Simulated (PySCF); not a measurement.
Molecule: `InChI=1S/C5H7F3S/c1-2-3-4(6)5(7,8)9-4/h2-3H2,1H3/t4-/m0/s1`.

Geometry (Å), atoms numbered from 1 in this order:
```xyz
16

C     1.5262   -0.3791    0.7866
C     1.2984    0.1649   -0.6179
C    -0.0573    0.8652   -0.7724
C    -1.2004   -0.1000   -0.5990
F    -1.1079   -1.1924   -1.3964
S    -2.9014    0.5598   -0.4352
C    -1.8544   -0.3324    0.7145
F    -1.4153    0.3268    1.7968
F    -2.2082   -1.5603    1.0975
H     1.4063    0.4062    1.5293
H     2.5331   -0.7790    0.8698
H     0.8294   -1.1813    1.0167
H     2.0746    0.8930   -0.8575
H     1.3652   -0.6472   -1.3439
H    -0.1305    1.3060   -1.7689
H    -0.1654    1.6588   -0.0315
```

Frames of a GFN2-xTB Langevin trajectory at 400 K; GIAO PBE0/pcSseg-1 shieldings in PySCF, gas phase, non-relativistic; equivalent atoms averaged within each frame.

References, each an isolated molecule treated in the same way: 13C (σ = 186.93 ppm), 1H (σ = 31.72 ppm) vs TMS; CFCl3 for 19F (σ = 170.95 ppm); CS2 for 33S (σ = 503.73 ppm). The references are static minima.

Question: How do the shifts (ppm) fluctuate along the trajectory?

Answer: 
```csv
time (fs),C7,C4,C3,C2,C1,F9,F8,F5,S6,H15
optimised geometry,127.9,96.3,41.6,22.6,14.4,-122.3,-112.2,-181.1,4,2.97
250,128.6,97.2,44.1,25.8,13.7,-111.1,-113.6,-174.0,27,2.71
425,131.9,96.5,41.1,17.9,15.9,-100.3,-108.3,-169.0,40,3.12
625,129.3,94.5,43.3,15.6,9.1,-125.0,-115.1,-175.4,56,2.94
800,130.9,98.4,46.8,21.2,13.4,-96.2,-128.2,-189.7,34,3.21
1000,134.7,102.4,45.0,24.7,18.5,-109.1,-95.6,-160.0,39,3.19
mean of frames,131.1,97.8,44.1,21.0,14.1,-108.3,-112.2,-173.6,39,3.03
standard deviation,2.4,2.9,2.1,4.4,3.5,11.1,11.8,10.8,11,0.21
```

5 frames give an uncertainty of the mean of about the standard deviation over 2.2 at best, since frames this close in time may not be independent; classical motion lacks zero-point vibration, and the reference would need the same averaging.
